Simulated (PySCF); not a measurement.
# C₆ coefficients of unlike pairs at UHF

Calculated with PySCF 2.14 from the dipole response of each species, C₆(A,B) = (3/π) ∫ α_A(iu) α_B(iu) du, in atomic units, from isotropic polarisabilities. For ions this is the dispersion term alone; charge-induced terms of lower order in 1/R come first.

```csv
species,configuration,basis,relativity,α (bohr³),C₆ (like pair)
K⁺,[Ar] (1S),"x2c-TZVPPall with one added diffuse shell each of s, p, d type (7s5p4d)",spin-free X2C,5.192,21.84
Mo,[Kr] 4d5 5s1 (7S),aug-cc-pVDZ-PP with ECP28MDF (5s5p4d2f),core potential,106.9,1164
Pd,[Kr] 4d10 (1S),def2-QZVPPD with the def2 core potential (28 electrons) (7s5p4d4f2g),core potential,19.83,137.5
Rb,[Kr] 5s1 (2S),def2-TZVPPD with the def2 core potential (28 electrons) (6s4p3d1f),core potential,477.8,8426
```

Q: Estimate C₆ for Mo with K⁺.

A: The integral gives 116.7. The combination rule 2 C_A C_B / (C_A α_B/α_A + C_B α_A/α_B) gives 100.4 and the geometric mean 159.4.

No spin-orbit coupling is included.

The other pairs:

```csv
pair,C₆
"Rb, Pd",666.6
"Rb, K⁺",198.5
"Pd, K⁺",52.88
"Rb, Mo",2777
"Pd, Mo",349.6
```
